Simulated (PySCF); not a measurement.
# What a mistake does to a calculation on AlCClH5Si

Calculated results; nothing here was measured. The program is PySCF 2.14.0, an open-source quantum chemistry code, run on an isolated molecule that a program drew, which may never have been made. The molecule is AlCClH5Si (charge 0, doublet), drawn as the SMILES string `[AlH2][CH][SiH2]Cl`.

Each row is a Hartree-Fock (HF) and frozen-core CCSD(T) single point in the cc-pV(D+d)Z basis, meant for a local HF minimum. Run 1 is clean. Each other run has one planted mistake out of seven kinds, and not every kind appears here: one electron removed, one electron added, multiplicity raised by two, geometry at a saddle point, minimal basis STO-3G, one bond length entered in bohr, all coordinates scaled. The reference is restricted for singlets and unrestricted otherwise, and also for a bond in bohr. Adding or removing an electron swaps singlet and doublet. Electrons count all cores. HOMO and LUMO are orbital energies over both spins, the gradient is its largest component, and the lowest frequency (negative if imaginary) is given only where the gradient is small. Bond lengths are over the 8 bonds as drawn. T1 is the CCSD diagnostic: over 0.02 (restricted) or 0.045 (unrestricted) a single reference is doubtful.

Geometry of the clean run:
```xyz
9
AlCClH5Si, angstrom
Al   -0.4289    1.0453    1.6142
C    -0.2316    0.1952   -0.1307
Si   -0.7983   -1.4711   -0.7105
Cl    0.8521   -2.6115   -1.2769
H    -1.2018    0.2848    2.7613
H     0.1780    2.4832    1.8490
H     0.3066    0.7554   -0.9006
H    -1.6696   -1.3698   -1.8969
H    -1.4870   -2.2191    0.3557
```

```
run,electrons,basis functions,<S^2>,HOMO (eV),LUMO (eV),gradient (hartree/bohr),lowest frequency (cm^-1),mean bond (Å),longest bond (Å),T1,HF (hartree),CCSD(T) (hartree),mistake
1,55,108,0.758,-10.87,0.09,8.6e-06,28,1.6360,2.084,0.0117,-1031.15592,-1031.63971,no fault
2,55,108,0.757,-10.93,0.08,2.2e-02,-,1.5853,2.020,0.0113,-1031.14762,-1031.62973,all coordinates scaled
3,55,108,3.774,-4.83,-3.02,9.7e-02,-,1.6360,2.084,0.0509,-1030.94854,-1031.42997,multiplicity raised by two
4,56,108,0.000,-2.26,6.46,6.4e-02,-,1.6360,2.084,0.0149,-1031.17810,-1031.71021,one electron added
5,55,108,1.617,-7.71,0.54,1.3e-02,-,1.8529,3.687,0.0540,-1031.01976,-1031.49287,one bond length entered in bohr
6,54,108,0.000,-16.48,-7.59,7.1e-02,-,1.6360,2.084,0.0223,-1030.81983,-1031.29015,?
```

**Which mistake was planted in run 6, and what did it cost?**

It counts 54 electrons, one fewer than the clean run, at the same geometry and basis. So the mistake is: one electron removed. Subtracting run 1 and multiplying by 627.51 kcal/mol a hartree, the energy moved by 210.9 kcal/mol in HF and 219.4 kcal/mol in CCSD(T).

Cautions from the logs. Run 3: T1 is over the limit, so its CCSD(T) energy is less reliable; run 5: T1 is over the limit, so its CCSD(T) energy is less reliable; run 6: T1 is over the limit, so its CCSD(T) energy is less reliable.
